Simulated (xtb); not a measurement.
CH₅FOSi, SMILES O[Si@@H](C)F. All values are semi-empirical tight-binding results from xtb (GFN2-xTB unless named), good for trends rather than for accurate numbers. Coordinates come from a GFN2-xTB optimisation. The structure was generated by enumeration; whether it is a known compound was not checked. The values are those of a single conformer.

Optimised geometry:

Bonded distances (Å): C1–Si2 1.891, C1–H5 1.088, C1–H6 1.086, C1–H7 1.086, Si2–O3 1.617, Si2–F4 1.618, Si2–H8 1.445, O3–H9 0.954. Bond angles (°): Si2–C1–H5 111.6, Si2–C1–H6 111.5, Si2–C1–H7 111.2, H5–C1–H6 107.6, H5–C1–H7 107.2, H6–C1–H7 107.5, C1–Si2–O3 114.3, C1–Si2–F4 106.2, C1–Si2–H8 117.2, O3–Si2–F4 107.1, O3–Si2–H8 104.0, F4–Si2–H8 107.5, Si2–O3–H9 123.0.
Charge 0, spin multiplicity 1.

```json
{
  "orbital_gap": "7.12 eV",
  "dipole_moment": "1.96 D",
  "zero_point_energy": "38.2 kcal/mol",
  "G − E(el) at 298.15 K (modified RRHO)": "19.6 kcal/mol",
  "static polarisability (D4 model)": "52.1 bohr³",
  "solvation energy, GFN2-xTB/ALPB(water)": "-4.4 kcal/mol",
  "solvation energy, GFN2-xTB/ALPB(chcl3)": "-2.6 kcal/mol"
}
```

Computed atomic charges and the Wiberg bond orders between heavy atoms:
charges (e) C1 -0.21, Si2 0.60, O3 -0.47, F4 -0.29, H5 0.04, H6 0.03, H7 0.03, H8 -0.05, H9 0.31. Bond orders C1–Si2 0.90, Si2–O3 1.19, Si2–F4 1.04.
